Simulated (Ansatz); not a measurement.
Cost and result for the atomization energy of C₂H₃AlO (`O=[C]1[CH2][AlH]1`) (7 atoms, 7 bonds).

```xyz
7

O    -0.401    2.177   -0.295
C    -0.106    1.023   -0.349
C    -0.708   -0.192    0.214
Al    1.247   -0.383   -0.036
H    -0.765   -0.952   -0.595
H    -1.614   -0.175    0.821
H     2.346   -1.498    0.241
```

Charge 0, multiplicity 1. The structure was optimised at the PBE0-D4/def2-TZVP level. Program: Ansatz. All runs use 2 threads of an Arm Neoverse V2 on a shared host. Times are those of one run each, without the atoms' runs, and a repeat can differ threefold. Electronic energies, without spin–orbit coupling; frozen cores. CCSD(T)/CBS adds CCSD(T) − MP2 in def2-TZVPP to the MP2 limit, and its time is that of the two runs behind it. T1 = 0.021. B3LYP takes the VWN-RPA correlation (the form of Gaussian; ORCA's B3LYP/G). HSE06 is the plane-wave form, built on full-range PBE exchange.

CCSD(T)/CBS is a level of theory with its own doubt, some kJ/mol a heavy atom from the limit and from the frozen cores, so smaller differences don't rank the functionals.

```tsv
level	functions	wall time	atomization (kcal/mol)	difference from CCSD(T)/CBS	per bond
revPBE-D4/def2-TZVPP	177	1.5 s	621.6	10.4	1.5
CCSD(T)/def2-SVP	75	1.6 s	578.1	-33.1	-4.7
PBE-D4/def2-TZVPP (with forces)	177	2.3 s	640.7	29.5	4.2
HSE06-D4/def2-TZVPP	177	2.5 s	618.5	7.3	1.0
B3LYP-D4/def2-TZVPP (with forces)	177	2.8 s	612.4	1.2	0.2
r2SCAN-D4/def2-TZVPP (with forces)	177	4 s	621.9	10.7	1.5
r2SCANh-D4/def2-TZVPP	177	4 s	613.9	2.7	0.4
PBE-QIDH/def2-TZVPP	177	4.1 s	608.3	-2.9	-0.4
ωB97X-V/def2-TZVPP	177	6.5 s	612.4	1.2	0.2
ωB97M-V/def2-TZVPP (with forces)	177	9 s	614.2	3.0	0.4
MP2/def2-QZVPP	331	12 s	623.0	11.8	1.7
CCSD(T)/def2-TZVPP	177	30 s	592.8	-18.4	-2.6
CCSD(T)/CBS(def2)	–	42 s	611.2	0.0	0.0
```

From BLYP to BHLYP (50 % exact exchange), in def2-TZVPP and without D4, the atomization energy moves by −36.2 kcal/mol: exact exchange takes away binding that semilocal exchange gives to molecules. In def2-TZVPP, CCSD(T) changes the Hartree–Fock value by +182.6 kcal/mol (the triples alone add +15.7 kcal/mol) and MP2 by +201.9 kcal/mol; breaking electron pairs costs correlation energy, which Hartree–Fock lacks. Leaving LDA and LC-ωPBE aside and taking each functional with its dispersion term where it has one, the values, not all of them listed here, spread over 59.6 kcal/mol, from BHLYP-D4 to PBE-D4. LDA lies +86.8 kcal/mol from PBE without D4, its usual overbinding.
